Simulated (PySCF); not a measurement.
## Ge (germanium, neutral) across methods

[Ar] 3d10 4s1 4p3, high-spin 5S determinant (an excited configuration). Calculation: PySCF 2.14, in dyall-av2z (16s12p8d, 92 functions); scalar relativity by spin-free X2C-1e.

```
method  E (hartree)  mean ε 3d β (eV)  mean ε 4s α (eV)  mean ε 4p α (eV)  Σ⟨r²⟩ (bohr²)   ⟨S²⟩
 M06-L    -2098.458           -30.801           -13.978            -5.518          42.05  6.003
  PBE0    -2098.301           -33.854           -15.472            -6.456          41.83  6.001
   LDA    -2095.269           -30.447           -13.730            -5.452          42.15  6.001
 B97-3    -2098.355           -34.279           -15.441            -6.425          42.06  6.001
   UHF  -2096.95498           -44.436           -20.547            -9.311          42.10  6.003
   PBE    -2098.266           -30.053           -13.580            -5.368          42.13  6.001
 HSE06    -2098.299           -33.422           -15.038            -6.048          41.93  6.001
PBEsol    -2096.706           -30.064           -13.599            -5.370          42.02  6.002
r2SCAN    -2098.552           -30.654           -14.369            -5.727          41.58  6.002
```
